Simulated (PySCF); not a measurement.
# `O=C[C@H](F)[C@@H]1O[C@@H]1F`, C₄H₄F₂O₂

Cartesian coordinates in Å; atom numbers follow the order of the lines, from 1:
```xyz
12

O    -2.5108   -0.1257    0.6936
C    -1.9020    0.2041   -0.2752
C    -0.4617    0.7015   -0.2619
F    -0.2278    1.4272   -1.4059
C     0.4973   -0.4815   -0.2607
O     0.5544   -1.2781    0.8916
C     1.6560   -0.5094    0.6383
F     1.8551    0.5426    1.4594
H    -2.3233    0.1721   -1.2966
H    -0.2790    1.3563    0.5993
H     0.5464   -1.0150   -1.2069
H     2.5965   -0.9948    0.3990
```

Method: TDDFT PBE0/def2-SVPD circular dichroism and optical rotation, one conformer, gas phase (PySCF). Geometry: GFN2-xTB.

The molecule is flexible and this is one conformer; a measurement averages over conformers. States above about 8.0 eV (minus the energy of the highest occupied orbital) lie near or above the ionisation threshold and depend on the basis.

Task: Draw the ECD and absorption spectra from the lowest 16 states, each a Gaussian of half-width 0.3 eV at 1/e height.

Result: 
```
E (eV)  λ (nm)  Δε (L mol⁻¹ cm⁻¹)  ε (L mol⁻¹ cm⁻¹)
  3.62     342              +0.10               4.2
  3.72     333              +0.27              11.4
  3.82     324              +0.59              24.8
  3.92     316              +1.03              43.3
  4.02     308              +1.43              60.4
  4.12     301              +1.60              67.5
  4.22     294              +1.43              60.4
  4.32     287              +1.03              43.3
  4.42     280              +0.59              24.8
  4.52     274              +0.27              11.4
  4.62     268              +0.10               4.2
  4.72     263              +0.03              1.24
  4.82     257              +0.01             0.292
  4.92     252               0.00            0.0551
  5.02     247               0.00                 0
  5.12     242               0.00                 0
  5.22     237               0.00                 0
  5.32     233               0.00                 0
  5.42     229               0.00                 0
  5.52     225               0.00                 0
  5.62     221               0.00                 0
  5.72     217               0.00             0.242
  5.82     213              +0.02              1.12
  5.92     209              +0.08              4.17
  6.02     206              +0.24              12.4
  6.12     203              +0.57              29.7
  6.22     199              +1.08              57.8
  6.32     196              +1.62                95
  6.42     193              +1.82               148
  6.52     190              +1.20               264
  6.62     187              -0.80               568
  6.72     184              -4.72              1230
  6.82     182             -10.53              2300
  6.92     179             -16.88              3540
  7.02     177             -21.11              4400
  7.12     174             -20.99              4420
  7.22     172             -16.60              3620
  7.32     169             -10.25              2540
  7.42     167              -4.31              1700
  7.52     165              +0.46              1370
  7.62     163              +4.71              1510
  7.72     161              +9.16              1990
  7.82     159             +13.43              2640
  7.92     157             +15.81              3260
  8.02     155             +14.47              3680
  8.12     153              +9.32              3840
  8.22     151              +2.65              3760
  8.32     149              -2.54              3510
  8.42     147              -5.15              3240
  8.52     145              -6.48              3090
  8.62     144              -8.25              3110
  8.72     142             -10.61              3280
  8.82     141             -12.27              3680
  8.92     139             -12.03              4470
  9.02     137              -9.69              5620
```
Δε uses R in velocity form, ε uses f in length form. Only the states computed contribute, so the short-wavelength end is incomplete.

The sign of the CD band at 165 nm isn't settled: the length form gives the opposite one.
